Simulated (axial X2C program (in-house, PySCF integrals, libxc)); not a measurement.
Curves of GaS by EOM-IP-CCSD

Computed with an in-house all-electron X2C program for linear molecules (integrals from PySCF): two-component X2C with atomic mean-field Coulomb and Gaunt terms, Gaussian nuclei, basis Ga dyall-acv3z, S dyall-av3z with contracted cores.

Energies in eV from the lowest point of the lowest state; states are followed by energy order within each Ω. Reference: GaS⁻, 20 electrons correlated in 82 virtual spinors with an MP2 remainder; levels at this size can be off by some tenths of an eV. Masses 68.926 and 31.972 u.

```json
{"R (Å)": "1.960", "(1)Ω=1/2": "0.1192", "(1)Ω=3/2": "1.2040", "(2)Ω=1/2": "1.2475", "(3)Ω=1/2": "4.3069"}
{"R (Å)": "2.046", "(1)Ω=1/2": "0.0000", "(1)Ω=3/2": "0.7330", "(2)Ω=1/2": "0.7747", "(3)Ω=1/2": "4.0379"}
{"R (Å)": "2.131", "(1)Ω=1/2": "0.0213", "(1)Ω=3/2": "0.4487", "(2)Ω=1/2": "0.4893", "(3)Ω=1/2": "3.9593"}
{"R (Å)": "2.227", "(1)Ω=1/2": "0.1474", "(1)Ω=3/2": "0.2884", "(2)Ω=1/2": "0.3287", "(3)Ω=1/2": "4.0407"}
{"R (Å)": "2.323", "(1)Ω=1/2": "0.2834", "(1)Ω=3/2": "0.2479", "(2)Ω=1/2": "0.3391", "(3)Ω=1/2": "4.2544"}
{"R (Å)": "2.451", "(1)Ω=1/2": "0.3571", "(1)Ω=3/2": "0.3191", "(2)Ω=1/2": "0.6279", "(3)Ω=1/2": "4.6790"}
```

T1 of the reference reaches 0.020 (Lee–Taylor). Curves followed by order can swap character. Number of frozen shells: Ga 3 s, 2 p; S 2 s, 1 p. Roots with under 60 % one-particle weight at any point are counted in the labels but not shown, and the list ends where the roots sought for some Ω run out; states that need a further excitation are missing and may lie low or lowest. Curves with a minimum but no constants failed the fit check.
